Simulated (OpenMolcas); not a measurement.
# Re²⁺: effect of the basis set

- Program: OpenMolcas 26.06
- Method: CASSCF
- Active space: 5 electrons in 5 orbitals (5d)
- State averaging: 2S+1 = 6 even, 1 root; 2S+1 = 4 even, 24 roots; 2S+1 = 2 even, 75 roots
- Spin-orbit coupling: RASSI with atomic mean-field integrals over the reference wave functions, term energies averaged over their components

A. ANO-R1 [7s5p4d2f], X2C, finite nucleus; cost of the order of 40 core-seconds
B. ANO-RCC-VDZP [7s6p4d2f1g], DKH2, point nucleus; cost roughly 40 core-seconds
C. ANO-R2 [8s6p5d3f1g], X2C, finite nucleus; cost roughly 30 core-seconds
D. ANO-RCC-VTZP [8s7p5d3f2g1h], DKH2, point nucleus; cost about 27 core-seconds
E. ANO-R3 [10s7p6d4f2g1h], X2C, finite nucleus; cost of the order of 30 core-seconds
F. ANO-RCC-VQZP [9s8p6d4f3g2h], DKH2, point nucleus; cost about 40 core-seconds

Energies in cm⁻¹ above 5d⁵ ⁶S_5/2, the measured ground level; measured values from the list in Brasseur, Gamrath and Quinet, At. Data Nucl. Data Tables 157, 101636 (2024).

```
               Level      A      B      C      D      E      F  Measured
          5d⁵ ⁶S_5/2    0.0    0.0    0.0    0.0    0.0    0.0       0.0
          5d⁵ ⁴G_7/2  22264  21869  22705  22710  22663  22692     16890
         5d⁵ ⁴G_11/2  22765  22400  23174  23171  23138  23174     18020
          5d⁵ ⁴G_9/2  23302  22975  23680  23672  23654  23697     18346
   5d⁵ ⁴P_3/2 [52 %]  23782  23303  24318  24333  24260  24284          
   5d⁵ ⁴P_1/2 [69 %]  25798  25378  26274  26273  26233  26274          
          5d⁵ ⁴D_7/2  28132  27762  28558  28546  28532  28583     20453
   5d⁵ ⁴D_1/2 [72 %]  30950  30657  31298  31263  31295  31370          
   5d⁵ ⁴D_3/2 [50 %]  31894  31595  32244  32205  32242  32322          
         5d⁵ ²I_11/2  32006  31521  32553  32542  32505  32562     26170
         5d⁵ ²I_13/2  34202  33783  34697  34674  34674  34751     28588
   5d⁵ ⁴F_5/2 [55 %]  39600  39169  40096  40059  40078  40166     30302
   5d⁵ ²H_9/2 [56 %]  40669  40151  41246  41216  41212  41297          
5d⁵ ²F_5/2(2) [62 %]  44563  44030  45147  45108  45118  45211          
         5d⁵ ²H_11/2  45509  45148  45957  45896  45975  46108          
5d⁵ ²F_7/2(2) [60 %]  47113  46631  47651  47599  47639  47747          
          5d⁵ ²S_1/2  49756  49130  50421  50381  50381  50474          
       5d⁵ ²D_3/2(2)  55023  54319  55762  55716  55714  55820          
       5d⁵ ²D_5/2(2)  57536  56967  58162  58095  58155  58292          
       5d⁵ ²G_9/2(2)  60737  59989  61518  61464  61474  61593          
       5d⁵ ²G_7/2(2)  61860  61176  62588  62524  62564  62697          
          5d⁵ ²P_3/2  71730  70733  72719  72666  72639  72753          
          5d⁵ ²P_1/2  74016  73138  74908  74837  74864  75005          
       5d⁵ ²D_5/2(3)  79659  78657  80664  80589  80602  80753
```

Deviations, from unrounded energies. A percentage is the sum of absolute deviations over the sum of measured energies, with the sign that they share, or ± where signs differ.

```json
{"Against measurement": "mean absolute deviation (cm-1)", "Levels": "7", "A": "6200", "B": "5800", "C": "6700", "D": "6700", "E": "6600", "F": "6700"}
{"Against measurement": "other terms of the ground configuration (%)", "Levels": "7", "A": "+27.4", "B": "+25.6", "C": "+29.4", "D": "+29.4", "E": "+29.3", "F": "+29.5"}
```

B lies closest to measurement on these levels and F furthest from it. The largest miss of B in the table is 5d⁵ ⁴F_5/2 [55 %], by +8900 cm-1. The ranking rests on the paired levels alone, and a cruder setting can come out closer through cancelling errors.

Among A to F the level of the table that moves most is 5d⁵ ²D_5/2(3), by 2100 cm-1 (lowest in B, highest in F).

Configurations with an s electron lie low in 5d ions of this charge, fall among these levels and mix in, so low-spin terms can stand far too high, up to twice their true height, and weights are not those of the real levels. Without dynamic correlation excited terms often stand tens of per cent too high (terms of higher spin than the ground term too low), and those without a measured partner can miss by more than the paired ones. Some levels mix across a computed gap that differs much from the measured one, so their mixing is not that of the real levels. Measured partners are found by configuration, term and J. A level has none where our copy of the source lacks it or the pairing is in doubt (some pairs that miss far off the trend of their configuration count as doubtful), and it then counts in no deviation. Levels of configurations outside the active space are missing. Levels that lie high or do not pair safely by name in every column are left out.

A share in square brackets marks a mixed level and gives the weight of the term that names it, the lowest over the columns. A number in round brackets counts repeated terms of one configuration in the order of the reference energies.
